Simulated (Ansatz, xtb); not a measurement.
System: RbCl, charge 1, multiplicity 2. SMILES of the parent species: [Rb][Cl]
Structure (B3LYP-D3(BJ)/def2-TZVP (Ansatz, a first-principles code) minimum search):
```
Rb
Cl 1 3.9015
```
Charge +1, spin multiplicity 2.

Harmonic wavenumbers from GFN2-xTB (xtb, at its own minimum), cm⁻¹: 75.

### Question
Give the harmonic wavenumbers at B3LYP-D3(BJ)/def2-TZVP (Ansatz, finite differences of forces, unscaled).

### Answer
30 cm⁻¹. Zero-point energy 0.0 kcal/mol.
